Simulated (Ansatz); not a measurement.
Geometry optimisation, Ansatz, UKS r2SCAN/STO-3G.

Input file:

```yaml
crystal:
  periodic: [false, false, false]
  atoms:
    - { symbol: C, position_ang: [0.192, 1.1549, -1.7224] }
    - { symbol: Al, position_ang: [0.7536, 0.0308, -0.244] }
    - { symbol: Si, position_ang: [3.0094, -0.5049, -0.0465] }
    - { symbol: Si, position_ang: [-0.7258, -0.7969, 1.3091] }
    - { symbol: Si, position_ang: [-2.833, -0.0782, 0.7487] }
    - { symbol: H, position_ang: [0.3978, 0.7388, -2.7041] }
    - { symbol: H, position_ang: [0.6746, 2.1873, -1.6582] }
    - { symbol: H, position_ang: [-0.9162, 1.3567, -1.6736] }
    - { symbol: H, position_ang: [3.5424, -0.0098, 1.3078] }
    - { symbol: H, position_ang: [3.7989, 0.1386, -1.0947] }
    - { symbol: H, position_ang: [3.1972, -1.9649, -0.093] }
    - { symbol: H, position_ang: [-0.7629, -2.2694, 1.2972] }
    - { symbol: H, position_ang: [-0.4995, -0.3106, 2.6455] }
    - { symbol: H, position_ang: [-3.1969, -0.5254, -0.5695] }
    - { symbol: H, position_ang: [-2.8416, 1.3837, 0.795] }
    - { symbol: H, position_ang: [-3.8128, -0.5534, 1.747] }
magnetization:
  spin_polarized: true
basis:
  gaussian: { orbitals: STO-3G }
hamiltonian:
  xc: r2scan
relax:
  f_tol: 0.02
  max_steps: 40
```

Launched with:

```bash
$ ansatz run input.yaml --threads 1 --pin off --max-ram 2048MiB --backend cpu --events-out ev --progress --plain --runs-dir out
```

**Question.** Where does it end, and by what steps?

**Answer.** The forces met the threshold. The force dipped under the threshold on the way, but the program's further checks kept it going. Limits of this set-up: minimal basis. After 8 steps the energy has fallen by 0.340 eV; H15 moved furthest, 0.25 Å.

```csv
step,energy less start (eV),largest force component (eV/Å),accepted
0,0.0000,1.691,yes
1,-0.2511,0.832,yes
2,-0.3314,0.218,yes
3,-0.3374,0.043,yes
4,-0.3374,0.106,no
5,-0.3389,0.021,yes
6,-0.3291,0.365,no
7,-0.3398,0.007,yes
8,-0.3402,0.008,yes
```

```xyz
16
Properties=species:S:1:pos:R:3
C 0.262 1.178 -1.727
Al 0.788 0.054 -0.266
Si 3.015 -0.487 -0.040
Si -0.795 -0.722 1.215
Si -2.926 -0.099 0.843
H 0.551 0.743 -2.692
H 0.760 2.155 -1.678
H -0.815 1.371 -1.772
H 3.566 -0.053 1.228
H 3.872 0.086 -1.057
H 3.248 -1.916 -0.090
H -0.779 -2.173 1.267
H -0.466 -0.319 2.571
H -3.391 -0.543 -0.454
H -3.073 1.340 0.868
H -3.840 -0.637 1.828
```

Whether the end is a true minimum wasn't checked by a vibrational analysis.

Run time: 3.3 min on 1 thread of AMD EPYC (Zen 3), with other jobs on the host, peak memory 0.26 GiB.
